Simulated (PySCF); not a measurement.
# Correlation energy of Se⁺ (selenium, charge +1)

[Ar] 3d10 4s2 4p3, high-spin 4S determinant. Calculation: PySCF 2.14, in def2-SVP; the non-relativistic Hamiltonian (point nucleus). Frozen: [Ar] 3d10; 5 electrons correlated.

MP2 pair energies summed by pair of shells (mhartree):

| pair | energy | share (%) |
| --- | --- | --- |
| 4s-4p | -38.71 | 64.9 |
| 4p-4p | -14.04 | 23.5 |
| 4s-4s | -6.87 | 11.5 |

Total MP2 correlation energy: -59.61 mhartree.

Same-spin part -15.94 and opposite-spin part -43.67 mhartree; SCS-MP2 scales them by 1/3 and 6/5 to -57.72 mhartree.

```json
{"level": "CCSD", "correlation energy (mhartree)": "-74.96"}
{"level": "(T)", "correlation energy (mhartree)": "-0.88"}
{"level": "CCSD(T)", "correlation energy (mhartree)": "-75.84"}
```

Diagnostics: T1 = 0.0013, D1 = 0.0035, largest double amplitude 0.060.

Cost of the coupled-cluster step: 0.19 s of wall time on 1 thread of Neoverse-N1 (shared host), for 5 correlated electrons.

Iterations:

```
CC2 = 0
CCSD nocc = (np.int64(4), np.int64(1)), nmo = (18, 18)
frozen orbitals [[0, 1, 2, 3, 4, 5, 6, 7, 8, 9, 10, 11, 12, 13], [0, 1, 2, 3, 4, 5, 6, 7, 8, 9, 10, 11, 12, 13]]
max_cycle = 100
direct = 0
conv_tol = 1e-08
conv_tol_normt = 1e-06
diis_space = 8
diis_start_cycle = 0
Init t2, MP2 energy = -0.0596098755977777
Init E_corr(UCCSD) = -0.0596098756136127
cycle = 1  E_corr(UCCSD) = -0.0716064881992743  dE = -0.0119966126  norm(t1,t2) = 0.037163
cycle = 2  E_corr(UCCSD) = -0.0741024719612616  dE = -0.00249598376  norm(t1,t2) = 0.00986444
cycle = 3  E_corr(UCCSD) = -0.0749715658315776  dE = -0.00086909387  norm(t1,t2) = 0.0032204
cycle = 4  E_corr(UCCSD) = -0.0749568380191813  dE = 1.47278124e-05  norm(t1,t2) = 0.000346735
cycle = 5  E_corr(UCCSD) = -0.0749573544227838  dE = -5.16403603e-07  norm(t1,t2) = 4.18781e-05
cycle = 6  E_corr(UCCSD) = -0.074957054547679  dE = 2.99875105e-07  norm(t1,t2) = 9.298e-06
cycle = 7  E_corr(UCCSD) = -0.0749572495942579  dE = -1.95046579e-07  norm(t1,t2) = 9.56533e-07
cycle = 8  E_corr(UCCSD) = -0.0749571950203903  dE = 5.45738676e-08  norm(t1,t2) = 1.50563e-07
cycle = 9  E_corr(UCCSD) = -0.0749571987029335  dE = -3.68254321e-09  norm(t1,t2) = 2.00901e-08
UCCSD converged
E(UCCSD) = -2399.289898969227  E_corr = -0.07495719870293355
UCCSD(T) correction = -0.000881103657270324
```
